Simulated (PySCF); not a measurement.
C3H9O2Sn (SMILES C[CH](C)[Sn]([OH])[OH]), doublet, at a GFN2-xTB geometry (such geometries of metal compounds can be far from the true shape) (the spin is typed, not shown lowest) (all electrons, no relativity); PBE/STO-3G (PySCF).

The PySCF input:
```python
from pyscf import gto, scf, dft

mol = gto.Mole()
mol.atom = '''
    Sn    0.464040    0.331984    0.508524
    C    -0.709882   -1.049571   -1.499258
    C     0.016803   -2.341414   -1.650737
    C    -0.720057   -0.115123   -2.655689
    H    -1.648730   -1.114205   -0.959609
    H    -0.535378   -3.000845   -2.330105
    H     1.009492   -2.194597   -2.074622
    H     0.103806   -2.859889   -0.697112
    H    -1.032920    0.879140   -2.342721
    H    -1.436994   -0.458933   -3.409449
    H     0.257873   -0.054229   -3.129525
    O    -0.756146    1.978942    0.373286
    H    -1.351570    2.115459    1.107192
    O    -0.483324   -0.437536    2.198383
    H    -0.173002   -1.205715    2.670493
'''
mol.basis = 'sto-3g'
mol.charge = 0
mol.spin = 1
mol.verbose = 4
mol.build()

mf = dft.UKS(mol)
mf.xc = 'pbe'
mf.kernel()
```

Problem. What does PySCF print? Leave out banner, timings and long lists.

Solution. 
```
PySCF version 2.14.0

[INPUT] verbose = 4
[INPUT] num. atoms = 15
[INPUT] num. electrons = 93
[INPUT] charge = 0
[INPUT] spin (= nelec alpha-beta = 2S) = 1
[INPUT] symmetry False subgroup None
[INPUT] Mole.unit = angstrom
[INPUT] Symbol           X                Y                Z      unit          X                Y                Z       unit  Magmom
[INPUT]  1 Sn     0.464040000000   0.331984000000   0.508524000000 AA    0.876908510843   0.627358837738   0.960971087768 Bohr   0.0
[INPUT]  2 C     -0.709882000000  -1.049571000000  -1.499258000000 AA   -1.341482560758  -1.983401738286  -2.833187010063 Bohr   0.0
[INPUT]  3 C      0.016803000000  -2.341414000000  -1.650737000000 AA    0.031753068071  -4.424631204222  -3.119440833686 Bohr   0.0
[INPUT]  4 C     -0.720057000000  -0.115123000000  -2.655689000000 AA   -1.360710524076  -0.217550940638  -5.018524882020 Bohr   0.0
[INPUT]  5 H     -1.648730000000  -1.114205000000  -0.959609000000 AA   -3.115648153354  -2.105542296621  -1.813398196668 Bohr   0.0
[INPUT]  6 H     -0.535378000000  -3.000845000000  -2.330105000000 AA   -1.011717793117  -5.670775192270  -4.403260291480 Bohr   0.0
[INPUT]  7 H      1.009492000000  -2.194597000000  -2.074622000000 AA    1.907663404939  -4.147187283792  -3.920467391997 Bohr   0.0
[INPUT]  8 H      0.103806000000  -2.859889000000  -0.697112000000 AA    0.196164910087  -5.404406956656  -1.317350758148 Bohr   0.0
[INPUT]  9 H     -1.032920000000   0.879140000000  -2.342721000000 AA   -1.951935908586   1.661333825150  -4.427101076267 Bohr   0.0
[INPUT] 10 H     -1.436994000000  -0.458933000000  -3.409449000000 AA   -2.715525102643  -0.867257679525  -6.442924845672 Bohr   0.0
[INPUT] 11 H      0.257873000000  -0.054229000000  -3.129525000000 AA    0.487309344920  -0.102477958009  -5.913945149979 Bohr   0.0
[INPUT] 12 O     -0.756146000000   1.978942000000   0.373286000000 AA   -1.428908850185   3.739658396399   0.705408306134 Bohr   0.0
[INPUT] 13 H     -1.351570000000   2.115459000000   1.107192000000 AA   -2.554097138178   3.997638137746   2.092289647309 Bohr   0.0
[INPUT] 14 O     -0.483324000000  -0.437536000000   2.198383000000 AA   -0.913349989429  -0.826823209638   4.154341786900 Bohr   0.0
[INPUT] 15 H     -0.173002000000  -1.205715000000   2.670493000000 AA   -0.326926399002  -2.278471134280   5.046500387568 Bohr   0.0

nuclear repulsion = 581.459427642047
number of shells = 35
number of NR pGTOs = 183
number of NR cGTOs = 61
basis = sto-3g
ecp = {}

******** <class 'pyscf.dft.uks.UKS'> ********
method = UKS
initial guess = minao
damping factor = 0
level_shift factor = 0
DIIS = <class 'pyscf.scf.diis.CDIIS'>
diis_start_cycle = 1
diis_space = 8
diis_damp = 0
SCF conv_tol = 1e-09
SCF conv_tol_grad = None
SCF max_cycles = 50
direct_scf = True
direct_scf_tol = 1e-13
number electrons alpha = 47  beta = 46
XC library pyscf.dft.libxc version 7.1.2
    S. Lehtola, C. Steigemann, M. J. T. Oliveira, and M. A. L. Marques,  SoftwareX 7, 1–5 (2018)
XC functionals = pbe
    J. P. Perdew, K. Burke, and M. Ernzerhof,  Phys. Rev. Lett. 77, 3865 (1996)
    J. P. Perdew, K. Burke, and M. Ernzerhof,  Phys. Rev. Lett. 78, 1396 (1997)
    J. P. Perdew, K. Burke, and M. Ernzerhof,  Phys. Rev. Lett. 77, 3865 (1996)
    J. P. Perdew, K. Burke, and M. Ernzerhof,  Phys. Rev. Lett. 78, 1396 (1997)
radial grids:
    Treutler-Ahlrichs [JCP 102, 346 (1995); DOI:10.1063/1.469408] (M4) radial grids

becke partition: Becke, JCP 88, 2547 (1988); DOI:10.1063/1.454033
pruning grids: <function nwchem_prune>
grids dens level: 3
symmetrized grids: False
atomic radii adjust function: <function treutler_atomic_radii_adjust>
small_rho_cutoff = 0
Set gradient conv threshold to 3.16228e-05
tot grids = 180752
init E= -6214.85821764406

cycle= 1 E= -6230.57251836838  delta_E= -15.7  |g|= 0.595  |ddm|= 3.27
cycle= 2 E= -6228.65299019332  delta_E= 1.92  |g|= 1.66  |ddm|=  3.1
cycle= 3 E= -6230.80567533664  delta_E= -2.15  |g|= 0.335  |ddm|= 2.85
cycle= 4 E= -6230.87765978972  delta_E= -0.072  |g|= 0.342  |ddm|= 1.62
cycle= 5 E= -6230.966542647  delta_E= -0.0889  |g|= 0.135  |ddm|= 0.671
cycle= 6 E= -6230.94216314292  delta_E= 0.0244  |g|= 0.222  |ddm|= 0.621
cycle= 7 E= -6230.98260774675  delta_E= -0.0404  |g|= 0.0194  |ddm|= 0.42
cycle= 8 E= -6230.98308117886  delta_E= -0.000473  |g|= 0.00428  |ddm|= 0.0585
cycle= 9 E= -6230.98310479895  delta_E= -2.36e-05  |g|= 0.00238  |ddm|= 0.0155
cycle= 10 E= -6230.9831108587  delta_E= -6.06e-06  |g|= 0.000764  |ddm|= 0.00807
cycle= 11 E= -6230.98311149219  delta_E= -6.33e-07  |g|= 0.000279  |ddm|= 0.00278
cycle= 12 E= -6230.98311156842  delta_E= -7.62e-08  |g|= 3.38e-05  |ddm|= 0.000606
cycle= 13 E= -6230.98311156964  delta_E= -1.22e-09  |g|= 1.88e-05  |ddm|= 0.00013
cycle= 14 E= -6230.98311157002  delta_E= -3.77e-10  |g|= 2.31e-06  |ddm|= 5.36e-05
Extra cycle  E= -6230.98311157004  delta_E= -2.36e-11  |g|= 6.86e-06  |ddm|= 1.85e-05
converged SCF energy = -6230.98311157004  <S^2> = 0.75726804  2S+1 = 2.0072549
```
